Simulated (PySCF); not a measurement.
Gas-phase reaction: GeH3Cl → GeH2 + HCl

Method: PySCF energies (xtb for GFN2) plus ideal-gas RRHO corrections (1 bar). † marks an energy on the PBE0/def2-TZVP geometry and frequencies; other levels use their own. CCSD(T) freezes the core. All species are closed-shell singlets. Ge: all electrons, no relativistic terms. GeH2: computed as isolated molecules; such fragments, hydroxides, amides, oligomers or adducts are transient or little studied in the gas. CCSD(T) isn't extrapolated to the basis-set limit; its ΔH°(298 K) is 218.6 kJ in def2-SVP and 229.7 kJ in def2-TZVPP. The harmonic model lacks anharmonicity and excited electronic states, which grow with temperature; levels with a mode under 35 cm⁻¹ are left out.

ΔH° and ΔS° at 298 K: CCSD(T)/def2-SVP† 219 kJ, 143 J/K; GFN2-xTB 176 kJ, 142 J/K; HF/def2-TZVP† 221 kJ, 143 J/K.

Problem. With the heat capacities included, give log10 K (1 bar) at 600, 1000, 1600, 1800, 2500 K from CCSD(T)/def2-SVP†, GFN2-xTB, HF/def2-TZVP†.

Solution. 
```csv
T (K),CCSD(T)/def2-SVP†,GFN2-xTB,HF/def2-TZVP†
600,-11.5,-7.9,-11.7
1000,-3.9,-1.8,-4.0
1600,0.3,1.6,0.2
1800,1.0,2.2,0.9
2500,2.7,3.5,2.6
```
